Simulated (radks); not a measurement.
Coulomb parameter of the 4f shell of the terbium ion Tb+ in the model configuration [Xe] 4f8 5d1 6s1, as a second difference U = [E(n + 0.25) + E(n - 0.25) - 2 E(n)] / (0.25)^2 with all orbitals relaxed. "Bare": the charge of the atom changes with n. "Screened": the 5d shell takes up the change at fixed total charge, which measures U(4f,4f) + U(5d,5d) - 2 U(4f,5d). Calculated with a radial shooting solver on a logarithmic mesh with Libxc functionals: scalar-relativistic Kohn-Sham, BLYP, spin-unpolarised, spherical densities, point nucleus.

case                     configuration  E - E(n) (eV)
start                 [Xe] 4f8 5d1 6s1          0.000
bare +0.25         [Xe] 4f8.25 5d1 6s1         -3.326
bare -0.25         [Xe] 4f7.75 5d1 6s1          4.300
screened +0.25  [Xe] 4f8.25 5d0.75 6s1         -1.581
screened -0.25  [Xe] 4f7.75 5d1.25 6s1          1.900

U(bare) = 15.582 eV, U(screened by 5d) = 5.114 eV, against the Slater integral F0(4f,4f) = 30.355 eV with frozen orbitals.
